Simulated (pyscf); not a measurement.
## HSe–SiH₂–SeH, singlet

Gas-phase minimum from PySCF at ωB97X-D3(BJ)/def2-SVP, one conformer. 

```
Si
H 1 1.4868
H 1 1.4868 2 110.40
Se 1 2.2675 2 104.24 3 -121.45
H 4 1.4666 1 92.97 2 -176.19
Se 1 2.2675 2 112.85 3 116.20
H 6 1.4665 1 92.97 2 64.00
```

Properties at ωB97X-D3(BJ)/def2-SVP:

```json
{
 "harmonic_wavenumbers_unscaled": "99, 194, 216, 374, 464, 467, 603, 696, 787, 860, 943, 2268, 2277, 2500, 2501 cm⁻¹",
 "zero_point_energy": "21.8 kcal/mol",
 "rotational_symmetry_number": "2",
 "Entropy of this conformer at 298 K and 1 atm, rigid rotor and harmonic oscillator, modes under 100 cm⁻¹ raised to 100": "334.5 J/(mol K)",
 "dipole_moment": "0.01 D"
}
```

Single-point totals, which compare only within one level (frozen core for MP2 and CC):

| level | total energy (hartree) |
|---|---|
| ωB97X-D3(BJ)/def2-TZVP | -5094.95985 |
| PBE/def2-TZVP | -5094.18713 |
| r²SCAN/def2-TZVP | -5095.01614 |
| B3LYP-D3(BJ)/def2-TZVP | -5095.17332 |
| PBE0-D3(BJ)/def2-TZVP | -5094.38098 |
| M06-2X/def2-TZVP | -5095.08371 |
| ωB97M-D3(BJ)/def2-TZVP | -5095.12566 |
| HF/def2-TZVPP | -5091.01552 |
| MP2/def2-TZVPP | -5091.69145 |
| CCSD/def2-TZVPP | -5091.72204 |
| CCSD(T)/def2-TZVPP | -5091.74866 |

Soft torsions are taken as harmonic, which can shift the entropy by several J/(mol K). The CCSD(T) − MP2 part came from Ansatz, without density fitting, on the same reference. The frozen core leaves the outer d or s,p core shells of the metals and heavy elements correlated in the MP2 and CC values, and def2-TZVPP describes them poorly, so these totals are far from the basis limit. Elements up to Kr have no core potential and no relativistic terms here.
